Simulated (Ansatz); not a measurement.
Al₂ (SMILES [Al][Al]), triplet, at a GFN2-xTB geometry (such geometries of metal compounds can be far from the true shape); MP2/cc-pVDZ run with Ansatz (a first-principles code).

Input for Ansatz:
Ansatz 0.2 input:
```yaml
crystal:
  periodic: [false, false, false]
  atoms:
    - {symbol: Al, position_ang: [-0.00000000, -0.00000000, -1.25283008]}
    - {symbol: Al, position_ang: [0.00000000, 0.00000000, 1.25283008]}
basis:
  gaussian:
    orbitals: cc-pVDZ
magnetization: {spin_polarized: true, initial_magnetization: 2}
correlation: {method: mp2, electrons: outside_noble_gas}
accuracy: high
```

Question: Predict the main parts of the log of this Ansatz run.

Answer: 
```
Functional definition: HF
696 factors; integrals over basis functions are off by at most 2.8e-9 eV
mean field evaluation 1: about -13163.5078 eV, gradient 3.0e0 eV
mean field evaluation 2: about -13163.5828 eV, gradient 3.0e0 eV
mean field evaluation 4: about -13163.8000 eV, gradient 4.3e-1 eV
mean field evaluation 8: about -13163.8143 eV, gradient 2.8e-2 eV
mean field evaluation 16: about -13163.8144 eV, gradient 9.5e-3 eV
mean field evaluation 32: about -13163.8357 eV, gradient 4.5e-1 eV
mean field evaluation 64: about -13164.0025 eV, gradient 6.9e-4 eV
mean field evaluation 96: about -13164.0024 eV, gradient 4.6e-3 eV
mean field evaluation 128: about -13163.6693 eV, gradient 3.8e0 eV
mean field evaluation 160: about -13163.8434 eV, gradient 2.1e0 eV
mean field evaluation 192: about -13164.0024 eV, gradient 1.7e-3 eV
mean field evaluation 224: about -13163.7967 eV, gradient 5.1e-1 eV
mean field -13164.00246526 eV, -483.7681677169 hartree, gradient 2.5e-8 eV, S^2 2.032192; 14 other end points of the search recorded, 0 dependent functions left out
10 core orbitals not correlated
reference -13164.00246526 eV, -483.7681677169 hartree; 4, 2 occupied and 22, 24 virtual orbitals, 696 factors
second order -2.12783031 eV of doubles, -0.00000000 eV of singles
Total energy: -13166.13029557 eV, -483.8463640386 hartree
```
